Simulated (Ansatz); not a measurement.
Cost and result for the atomization energy of `F[CH2][GeH]([F])[SiH3]` (11 atoms, 10 bonds).

```xyz
11

F     1.2840   -0.3879    1.8374
C     0.6568    0.7969    1.4761
Ge    0.2038    0.7194   -0.4475
F    -1.0366    1.9464   -0.6327
Si   -0.7447   -1.3795   -1.0729
H    -0.2579    0.9056    2.0647
H     1.3278    1.6283    1.7046
H     1.3744    1.1970   -1.3290
H     0.3167   -2.4178   -1.0409
H    -1.3017   -1.2769   -2.4454
H    -1.8226   -1.7315   -0.1144
```

Total charge 0; spin multiplicity 1. Correlated methods include outer-core shells of Ge, which these sets cover unevenly. Scalar relativity is left out up to krypton. All single points use the PBE0-D4/def2-TZVP geometry. It is one conformer, not always the lowest. Program: Ansatz. Hardware: A = 2 threads of an AMD EPYC 7R13 on a shared host; B = 2 threads of an AMD EPYC 7R13 on a shared host and a share of an NVIDIA H100 80 GB. Times are those of one run each, without the atoms' runs, and a repeat can differ threefold. Electronic energies, without spin–orbit coupling; frozen cores. CCSD(T)/CBS adds CCSD(T) − MP2 in def2-TZVPP to the MP2 limit, and its time is that of the two runs behind it. T1 = 0.012. With those shells the extrapolation isn't a true limit. B3LYP takes the VWN-RPA correlation (the form of Gaussian; ORCA's B3LYP/G).

CCSD(T)/CBS is a level of theory with its own doubt, some kJ/mol a heavy atom from the limit and from the frozen cores, so smaller differences don't rank the functionals.

```tsv
level	functions	wall time	atomization (kJ/mol)	difference from CCSD(T)/CBS	per bond
MP2/def2-QZVPP [B]	510	3.1 s	3576.9	0.4	0.0
PBE-D4/def2-TZVPP (with forces) [A]	267	4.1 s	3594.9	18.4	1.8
CCSD(T)/def2-TZVPP [B]	267	4.3 s	3492.2	-84.3	-8.4
PBE0-D4/def2-TZVPP [A]	267	6 s	3534.7	-41.8	-4.2
r2SCAN-D4/def2-TZVPP (with forces) [A]	267	6.5 s	3571.8	-4.7	-0.5
CCSD(T)/CBS(def2)	–	7.4 s	3576.5	0.0	0.0
B3LYP-D4/def2-TZVPP (with forces) [A]	267	8.5 s	3549.9	-26.6	-2.7
B2PLYP/def2-TZVPP [A]	267	11 s	3517.6	-58.9	-5.9
ωB97X-V/def2-TZVPP [A]	267	13 s	3592.1	15.6	1.6
ωB97M-V/def2-TZVPP (with forces) [A]	267	18 s	3557.7	-18.8	-1.9
```

From PBE to PBE0 (25 % exact exchange), in def2-TZVPP and without D4, the atomization energy moves by −57.1 kJ/mol: exact exchange takes away binding that semilocal exchange gives to molecules. The D4 term adds +34.6 kJ/mol with B3LYP and +18.3 kJ/mol with PBE0; it sums over pairs of atoms, weighted by their polarisabilities, and B3LYP, whose exchange is more repulsive, gets the larger term. In def2-TZVPP, CCSD(T) changes the Hartree–Fock value by +887.8 kJ/mol (the triples alone add +47.2 kJ/mol) and MP2 by +922.5 kJ/mol; breaking electron pairs costs correlation energy, which Hartree–Fock lacks.
